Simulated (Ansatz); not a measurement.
`F[Si]Br` + `CC(O)O[SiH3]` → `[SiH3]O[Si]Br` + `CC(O)F`  (formal exchange of groups at the Si–F bond)

Calculated with Ansatz (gas phase, PBE0-D4/def2-TZVP geometries, no zero-point term in ΔE). CCSD(T)/CBS adds triple-zeta CCSD(T) − MP2 to the extrapolated MP2 energy (def2 sets, frozen cores). DFT in def2-TZVPP. For Br outer-core shells are correlated without core-valence functions, which leaves a few kJ/mol of doubt a bond. Scalar relativity is left out up to krypton. Each species was taken in one conformer, which may not be the lowest.

| level | ΔE (kJ/mol) |
| --- | --- |
| PBE | -3.3 |
| SCS-MP2/def2-TZVPP | -4.5 |

(1) What does CCSD(T)/CBS give? (Best estimate.)

Largest T1 diagnostic among the species: 0.012.

Answers

(1) The calculation gave: -2.5 kJ/mol. The listed levels differ from it by -0.8, -2.0 kJ/mol.

In def2-TZVPP, CCSD(T) changes the Hartree–Fock value by +8.6 kJ/mol (the triples alone add +0.6 kJ/mol) and MP2 by +9.4 kJ/mol.
